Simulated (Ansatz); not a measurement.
`[SiH3]C1(Cl)CC1` + H₂ → `[SiH3]C1CC1` + HCl at 600 K and 1 bar (hydrogenolysis of a C–Cl bond).

Calculated with Ansatz (gas phase, PBE0-D4/def2-TZVP geometries, no zero-point term in ΔE). CBS: MP2 limit from def2 TZ/QZ plus the TZ coupled-cluster correction, frozen cores. This one scheme is used for every species.

```csv
species,CCSD(T)/CBS energy (Eh),H − E (kJ/mol),S (J/(mol·K))
`[SiH3]C1(Cl)CC1`,-867.18964,292.2,432.7
H₂,-1.17544,43.9,150.8
`[SiH3]C1CC1`,-408.01449,309.6,393.4
HCl,-460.38127,35.4,207.2
```

H − E and S are ideal-gas, rigid-rotor, harmonic terms from PBE0-D4/def2-TZVP. The MP2-based limit puts H₂ 0.8 mEh under its directly extrapolated value; such offsets cancel only in part. 1 Eh = 2625.50 kJ/mol, R = 8.31446 J/(mol·K).

Q: By hand: ΔE, ΔH, ΔS and ΔG.

A: ΔE = (-408.01449) + (-460.38127) − (-867.18964) − (-1.17544) = -0.03068 Eh = -80.6 kJ/mol. Δ(H − E) = 309.6 + 35.4 − 292.2 − 43.9 = 8.9, so ΔH = -71.7 kJ/mol. ΔS = 393.4 + 207.2 − 432.7 − 150.8 = 17.1 J/(mol·K). ΔG = -71.7 − 600 × (17.1)/1000 = -82.0 kJ/mol.

Q: By hand: the equilibrium constant, and the temperature at which ΔG would vanish if ΔH and ΔS stayed fixed.

A: log₁₀ K = −ΔG/(RT ln 10) = 7.1. ΔH and −TΔS have one sign here, so there is no such temperature.

ΔH outweighs TΔS. A doubt of 5 kJ/mol in ΔE shifts log₁₀ K by 0.4 here. These are equilibria of isolated gas molecules and say nothing of rates. Largest T1 diagnostic: 0.010 (customary marks: 0.02 for closed shells, 0.045 for open ones).
